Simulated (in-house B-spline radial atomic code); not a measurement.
A fraction x of an electron is added to 4p in Se, starting from [Ar] 3d10 4s2 4p4 and keeping the highest spin. All numbers are computed (scalar-relativistic (X2C) BP86, spin-polarised, spherical fractional occupations; Fermi nucleus of rms radius 4.14 fm) with a B-spline radial code for spherical atoms, not measured.

```
  x  E(x) - E(0) (eV)  4p down level (eV)
  0            0.0000              -5.777
0.1           -0.5404              -5.032
0.2                 ?                   ?
0.3           -1.4013              -3.587
0.4                 ?                   ?
0.5           -1.9797              -2.209
0.6           -2.1675              -1.549
0.7           -2.2903              -0.911
0.8           -2.3505              -0.298
```

(1) What belongs in the row x = 0.2?

(2) What belongs in the row x = 0.4?

(3) Check Janak's theorem between x = 0.5 and 0.6.

(4) Up to what added charge does this functional bind the extra electron?

Results:

(1) An energy change of -1.0070 eV; 4p down at -4.302 eV.

(2) An energy change of -1.7250 eV; 4p down at -2.889 eV.

(3) The slope of the energy is -1.88 eV; the orbital levels give -1.88 eV (ε of the filling orbital, averaged over the two points).

(4) The highest level rises by about 6.1 eV per electron near x = 0.8 and would reach zero near x = 0.85, so a whole extra electron isn't bound at the basis-set limit.
